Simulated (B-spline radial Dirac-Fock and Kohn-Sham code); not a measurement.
## K-line shifts caused by a second vacancy in Ge²⁺

System: germanium as Ge²⁺, 1s2 2s2 2p6 3s2 3p6 3d10 4s2, inside a Watson sphere of charge -2 and radius 2.7 Å (a model of the Madelung potential; inside it an electron's potential energy is raised by 10.7 eV).

Model: Dirac-Fock (average of configuration) total-energy differences with a finite nucleus, the Breit interaction including its frequency dependence, and self-energy and vacuum-polarisation corrections. Program: an atomic code on a B-spline grid. Each two-hole energy is an average over J within one jj subconfiguration, not an observable level; in light atoms, where LS coupling holds, the j-resolved values are not observed lines, and for a K spectator the Kα1 hypersatellite is nearly forbidden. Correlation and solid-state effects are left out.

Lines without a spectator: Kα2 (K-L2) 9854.7 eV, Kα1 (K-L3) 9886.0 eV, Kβ3 (K-M2) 10975.9 eV, Kβ1 (K-M3) 10980.1 eV. Shifts in eV with one spectator hole (a dash: not computed, or left out as unreliable):

```csv
spectator hole,Kα2,Kα1,Kβ3,Kβ1
K (1s),+342.5,+346.6,+428.7,+429.4
L2 (2p1/2),+33.5,+41.1,–,+89.7
L3 (2p3/2),+37.0,+35.8,+85.3,–
M2 (3p1/2),–,+3.25,+6.73,+8.80
M3 (3p3/2),+2.84,–,+8.09,+7.58
M4 (3d3/2),-0.11,-1.20,–,–
M5 (3d5/2),-1.31,-0.59,–,–
```

With n spectator holes in 2p, averaged over the 2p shell (energies in eV):

| n | KαLⁿ | step | hypersatellite KαʰLⁿ |
| --- | --- | --- | --- |
| 0 | 9875.5 | – | 10220.8 |
| 1 | 9912.9 | +37.4 | 10259.3 |
| 2 | 9951.3 | +38.4 | 10299.0 |
| 3 | 9990.8 | +39.5 | 10339.6 |
| 4 | 10031.4 | +40.6 | 10381.4 |
| 5 | 10073.0 | +41.7 | 10424.3 |
